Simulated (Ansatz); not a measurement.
What each rung costs, and what it gives

Saddle point of Si$_{4}$H$_{13}$O$_{2}$F, closed shell (Si₄H₉F ([F][Si]([SiH3])([SiH3])[SiH3]) + H₂O + H₂O → Si₃H₇OF ([OH][Si]([F])([SiH3])[SiH3]) + SiH₄ + H₂O; bonds formed: Si1–O7, Si2–H8, H6–O9; bonds broken: Si1–Si2, H6–O7, H8–O9), PBE0-D4/def2-TZVP structure:

```xyz
20
angstrom
Si -1.1131 -0.1631 -0.2078
Si 1.7943 -0.4438 0.3121
Si -1.0029 -0.0443 2.1221
Si -0.5326 -1.9443 -1.6157
F -2.7418 -0.0997 -0.4754
H -0.0131 2.1312 -0.6230
O -0.9105 1.4036 -0.9969
H 1.2120 1.5532 0.2026
O 0.9532 2.5389 -0.0938
H 1.3386 -1.8677 0.4456
H 2.7900 -0.4870 -0.8150
H 2.6384 -0.2391 1.5399
H -0.6807 1.3708 2.4617
H -2.2997 -0.3894 2.7740
H 0.0575 -0.9320 2.6603
H -1.5540 -1.9894 -2.7014
H -0.5956 -3.2175 -0.8522
H 0.8080 -1.7932 -2.2352
H -1.7713 1.8021 -1.1695
H 1.6232 2.8107 -0.7324
```

Barriers are electronic and count from the start structure reached by relaxing down the imaginary mode.

Program: Ansatz 0.2.0. Basis: as named in each row. Cores are frozen in the correlated methods. B3LYP uses VWN-RPA correlation. Extrapolation: Hartree–Fock as exp(−7.88 √X), correlation as X^−2.97.

Times are rough, for one single point on 4 threads of a shared host (AMD EPYC 7R13), with one NVIDIA H100 (or a share of it) where marked.

The estimate by CCSD(T) at an estimated basis limit (MP2 extrapolated from triple and quadruple zeta, plus CCSD(T) − MP2 in triple zeta) is 35.87 kcal/mol.

| method | basis | time (s) | barrier (kcal/mol) | method less estimate |
| --- | --- | --- | --- | --- |
| HF | STO-3G | under 1 | 70.57 | 34.71 |
| PBE-D4 | STO-3G | 2 | 8.97 | -26.90 |
| CCSD(T) | def2-SVP | 2 (H100) | 40.01 | 4.14 |
| SPW92 | def2-TZVPP | 2 (H100) | 11.53 | -24.34 |
| SPW92 | def2-SVP | 2 | 8.53 | -27.33 |
| BLYP-D4 | def2-TZVPP | 3 (H100) | 29.53 | -6.34 |
| PBE-D4 | def2-TZVPP | 3 (H100) | 24.40 | -11.47 |
| r2SCAN-D4 | def2-TZVPP | 3 (H100) | 27.67 | -8.20 |
| BHLYP-D4 | def2-TZVPP | 3 (H100) | 38.06 | 2.19 |
| wB97M-V | def2-TZVPP | 3 (H100) | 32.52 | -3.35 |
| B3LYP-D4 | def2-TZVPP | 4 (H100) | 32.69 | -3.18 |
| B2PLYP | def2-TZVPP | 4 (H100) | 36.09 | 0.22 |
| PBE-QIDH | def2-TZVPP | 4 (H100) | 33.02 | -2.85 |
| wB97X-V | def2-TZVPP | 4 (H100) | 35.89 | 0.02 |
| CAM-B3LYP-D4 | def2-TZVPP | 4 (H100) | 34.02 | -1.85 |
| PBE0-D4 | def2-TZVPP | 4 (H100) | 28.76 | -7.11 |
| B3LYP-D4 | 6-31G | 4 | 31.79 | -4.08 |
| r2SCAN0-D4 | def2-TZVPP | 4 (H100) | 30.55 | -5.32 |
| RPA on PBE | def2-TZVPP | 4 (H100) | 36.07 | 0.20 |
| PBE-D4 | def2-SVP | 4 | 22.17 | -13.70 |
| B97M-V | def2-TZVPP | 5 (H100) | 34.66 | -1.21 |
| PBE0-D4 | def2-SVP | 6 | 27.65 | -8.22 |
| MP2 | def2-QZVPP | 8 (H100) | 34.21 | -1.66 |
| wB97M-V | def2-SVP | 16 | 30.79 | -5.08 |
| CCSD(T) | def2-TZVPP | 24 (H100) | 35.79 | -0.08 |

All methods are single points on the PBE0-D4 structures.

The T1 diagnostic stays at or below 0.014.

Labels in which every atom is bracketed show which atoms are joined, not bond orders.
